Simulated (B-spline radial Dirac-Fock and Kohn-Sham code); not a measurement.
**Ionisation energies of lutetium ions, computed and tabulated**

Model: multi-electron Dirac-Fock with separately optimised hole states, Breit and Lamb-shift corrections added in first order. Program: a radial B-spline solver. Each value is the difference of the configuration-average energies of two neighbouring ions in their tabulated ground configurations. Correlation energy is missing from these numbers. NIST's values refer to the lowest levels; many for high charge states are themselves semi-empirical or theoretical. Where a p, d or f shell is open in either ion the computed value averages over both j values and all terms, while the table refers to the lowest levels; that difference holds spin-orbit splitting (largest in heavy or highly charged ions), term energies where several electrons share open shells, and correlation, and it can reach 10 % or more.

```
  ion      configuration  computed (eV)  NIST (eV)         kind  NIST − computed (eV)
Lu²⁰⁺      [Kr] 4d10 4f5          531.6   560 ± 30  theoretical                +28.35
Lu²¹⁺      [Kr] 4d10 4f4          574.5   600 ± 30  theoretical                +25.49
Lu²²⁺      [Kr] 4d10 4f3          618.6   630 ± 30  theoretical                +11.45
Lu²³⁺      [Kr] 4d10 4f2          663.7   670 ± 30  theoretical                 +6.26
Lu²⁴⁺      [Kr] 4d10 4f1          710.1    713 ± 7  theoretical                 +2.92
Lu²⁵⁺          [Kr] 4d10          946.2    941 ± 4  theoretical                 -5.21
Lu²⁶⁺           [Kr] 4d9          992.5    985 ± 4  theoretical                 -7.46
Lu²⁷⁺           [Kr] 4d8         1039.4   1032 ± 4  theoretical                 -7.37
Lu²⁸⁺           [Kr] 4d7         1086.9   1081 ± 4  theoretical                 -5.91
Lu²⁹⁺           [Kr] 4d6         1135.1   1130 ± 4  theoretical                 -5.09
Lu³⁰⁺           [Kr] 4d5         1183.9   1178 ± 4  theoretical                 -5.91
Lu³¹⁺           [Kr] 4d4         1233.4   1242 ± 4  theoretical                 +8.63
Lu³²⁺           [Kr] 4d3         1283.5   1292 ± 4  theoretical                 +8.54
Lu³³⁺           [Kr] 4d2         1334.2   1345 ± 5  theoretical                +10.82
Lu³⁴⁺           [Kr] 4d1         1385.5   1395 ± 5  theoretical                 +9.47
Lu³⁵⁺  [Ar] 3d10 4s2 4p6         1616.2   1591 ± 5  theoretical                -25.25
Lu³⁶⁺  [Ar] 3d10 4s2 4p5         1668.0   1641 ± 5  theoretical                -26.97
```

Question: Where in this range is the largest relative jump, and why?

Answer: From Lu²⁴⁺ (710.1 eV) to Lu²⁵⁺ (946.2 eV), a factor of 1.33. The configuration goes from [Kr] 4d10 4f1 to [Kr] 4d10, so the next electron comes out of a deeper subshell.
